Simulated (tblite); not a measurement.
Species: CH9Ge2NOSi.
Numbering: `[O:1]=[CH:2][NH:3][SiH2:4][GeH2:5][GeH3:6]` (hydrogens: H7 on C2; H8 on N3; H9, H10 on Si4; H11, H12 on Ge5; H13, H14, H15 on Ge6)

Computed with GFN2-xTB (tblite), gas phase: L-BFGS steps from a force-field or distance-geometry start until the largest atomic force falls under 0.01 eV/Å.

Step 25: E = -526.1421 eV
```
atom  x, y, z in Å  |  force x, y, z in eV/Å
O1     -1.9816   -0.4462   -0.9296   -0.027   0.101  -0.002
C2     -2.2036    0.4752   -0.1703    0.022  -0.013  -0.038
N3     -1.6464    0.4952    1.0373    0.018  -0.033   0.042
Si4    -0.6674   -0.9554    1.3156   -0.021   0.033   0.002
Ge5     0.9400   -1.1120   -0.3672    0.075  -0.003  -0.102
Ge6     2.1308    0.9404   -0.6614   -0.017  -0.029  -0.006
H7     -2.8632    1.3209   -0.4279    0.043  -0.038  -0.044
H8     -1.7956    1.2736    1.6567   -0.016  -0.024   0.008
H9     -1.6123   -2.0533    1.4516   -0.069  -0.092  -0.033
H10    -0.1023   -0.6395    2.6269    0.051   0.052   0.121
H11     1.9905   -2.1347    0.0510   -0.019   0.036  -0.010
H12     0.5201   -1.6407   -1.7114   -0.026  -0.005   0.061
H13     2.7889    1.3915    0.6188    0.001   0.027  -0.032
H14     3.2431    0.9827   -1.6760   -0.044  -0.011   0.028
H15     1.2548    2.1102   -1.0304    0.027  -0.001   0.004
```

Step 26: E = -526.1437 eV
```
atom  x, y, z in Å  |  force x, y, z in eV/Å
O1     -1.9756   -0.4459   -0.9294   -0.029   0.103  -0.010
C2     -2.2001    0.4753   -0.1706    0.024  -0.012  -0.017
N3     -1.6459    0.4964    1.0386    0.019  -0.054   0.036
Si4    -0.6671   -0.9568    1.3178   -0.020   0.037   0.012
Ge5     0.9410   -1.1112   -0.3705    0.016   0.013  -0.006
Ge6     2.1291    0.9389   -0.6625   -0.001   0.017   0.003
H7     -2.8602    1.3205   -0.4285    0.043  -0.040  -0.052
H8     -1.8031    1.2752    1.6561    0.002  -0.041   0.015
H9     -1.6157   -2.0565    1.4486   -0.026  -0.041  -0.030
H10    -0.0978   -0.6410    2.6310    0.018   0.037   0.069
H11     1.9892   -2.1312    0.0519    0.003   0.016  -0.013
H12     0.5168   -1.6394   -1.7089   -0.033  -0.026   0.011
H13     2.7878    1.3915    0.6184   -0.005   0.017  -0.047
H14     3.2414    0.9804   -1.6771   -0.041  -0.010   0.026
H15     1.2556    2.1118   -1.0309    0.030  -0.014   0.004
```

Task: Estimate the geometry and energy of step 27. (The exact step hangs on the optimiser's Hessian estimate; all steps are aligned on step 26, rigid shifts and turns removed.)

Result: E = -526.1446 eV, largest force 0.076 eV/Å
```
atom  x, y, z in Å  |  force x, y, z in eV/Å
O1     -1.9725   -0.4444   -0.9296   -0.014   0.068  -0.031
C2     -2.1979    0.4757   -0.1703    0.020  -0.003   0.001
N3     -1.6458    0.4961    1.0401    0.006  -0.045   0.021
Si4    -0.6674   -0.9572    1.3194   -0.003   0.010   0.032
Ge5     0.9417   -1.1108   -0.3729   -0.025   0.021   0.051
Ge6     2.1283    0.9386   -0.6632    0.002   0.031   0.007
H7     -2.8582    1.3193   -0.4304    0.037  -0.018  -0.042
H8     -1.8060    1.2748    1.6569    0.007  -0.045   0.019
H9     -1.6187   -2.0587    1.4469    0.008  -0.002  -0.028
H10    -0.0960   -0.6404    2.6346   -0.006   0.023   0.023
H11     1.9886   -2.1294    0.0517    0.016   0.006  -0.014
H12     0.5151   -1.6398   -1.7081   -0.035  -0.034  -0.012
H13     2.7875    1.3919    0.6172   -0.007   0.012  -0.047
H14     3.2402    0.9795   -1.6772   -0.031  -0.010   0.018
H15     1.2567    2.1127   -1.0314    0.026  -0.015   0.002
```

The energy changes by -0.0009 eV. The first-order estimate −F·Δx gives -0.0012 eV and the mean of the old and new forces, exact on a quadratic surface, -0.0009 eV. The step makes an angle of 54° with the force vector and moves no atom by more than 0.004 Å.

What follows is the cost of the whole relaxation. Hardware: Arm Neoverse V2, one thread, no GPU, shared host with 32 logical CPUs at a one-minute load of 12. Cost: 0.83 s wall.
